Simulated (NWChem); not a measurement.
Species: AlNH4O2; SMILES [NH2][Al]([OH])[OH]

```xyz
8

Al    -0.0667     0.0022    -0.0006
O      0.5907    -1.5675     0.0000
H      1.5169    -1.8064     0.0007
O     -1.7579     0.1754     0.0000
H     -2.3593    -0.5699     0.0017
N      0.9026     1.4764    -0.0015
H      0.4969     2.4050    -0.0022
H      1.9126     1.5374    -0.0040
```
Atoms are numbered in this order, from 1.

Program: NWChem. Pople sets run with spherical d functions. The geometry was optimised at PBE0/def2-SVP. B3LYP is NWChem's, with the RPA form of VWN correlation. GIAO values for the isolated, static molecule; σ is the absolute isotropic shielding, δ = σ(reference) − σ with the isolated reference molecule computed at the same levels (1H: tetramethylsilane, 15N: ammonia, 17O: water).

For level PBE/pcSseg-1:

- σ Al1 (ppm): 435.6
- δ O2 (ppm): 10.9
- δ O4 (ppm): 4.7
- δ H5 (ppm): 0.81
- δ N6 (ppm): -1.8
- δ H7 (ppm): -0.14
- δ H8 (ppm): -0.48

Task: How do the values read with level B3LYP/6-31G* instead?

Result: The σ Al1 (ppm) is 491.8 and the δ O2 (ppm) comes out as 3.6. The δ O4 (ppm) is -2.4 and the δ H5 (ppm) is 0.60. The δ N6 (ppm) comes out as -4.5. The δ H7 (ppm) comes out as -0.60. The δ H8 (ppm) comes out as -0.99.
